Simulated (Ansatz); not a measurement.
Z-matrix (Å, degrees):
```
C
C 1 1.513
H 1 1.091 2 111.7
H 1 1.093 2 111.0 3 -120.9
H 1 1.102 2 111.3 3 117.8
N 2 1.445 1 111.3 3 176.0
H 2 1.103 1 109.6 3 -59.3
H 2 1.100 1 109.0 3 56.5
C 6 1.445 2 114.1 1 174.9
In 6 2.041 2 115.4 1 37.8
C 9 1.513 6 111.3 2 -174.8
H 9 1.103 6 112.3 2 -51.6
H 9 1.100 6 108.4 2 65.3
Cl 10 2.312 6 122.3 2 -112.0
Cl 10 2.332 6 124.3 2 67.9
H 11 1.102 9 111.3 6 66.2
H 11 1.093 9 111.0 6 -55.1
H 11 1.091 9 111.7 6 -176.0
```

Charge 0, multiplicity 1. In: def2 effective core potential.

Q: List the B3LYP/def2-TZVPP orbital energies in eV (the Gaussian-basis code of Ansatz). (An estimate is asked.)

A: The calculation gave: Occupied: -2762.09, -2761.99, -389.60, -277.91, -277.91, -277.27, -277.27, -256.80, -256.71, -195.82, -195.72, -195.70, -195.68, -195.60, -195.59, -128.10, -84.81, -84.56, -84.49, -25.02, -22.63, -22.53, -21.97, -21.79, -21.77, -21.40, -21.02, -20.58, -19.89, -17.30, -16.43, -13.63, -13.50, -12.71, -12.46, -11.45, -11.36, -10.79, -10.66, -10.17, -9.89, -9.65, -9.29, -8.88, -8.57, -8.43, -8.39, -6.37. Lowest empty: -2.03, -1.31, 0.28, 0.84, 1.06, 1.13, 1.65, 1.88.

B3LYP here is the variant with VWN-RPA as its local correlation; programs differ in this.
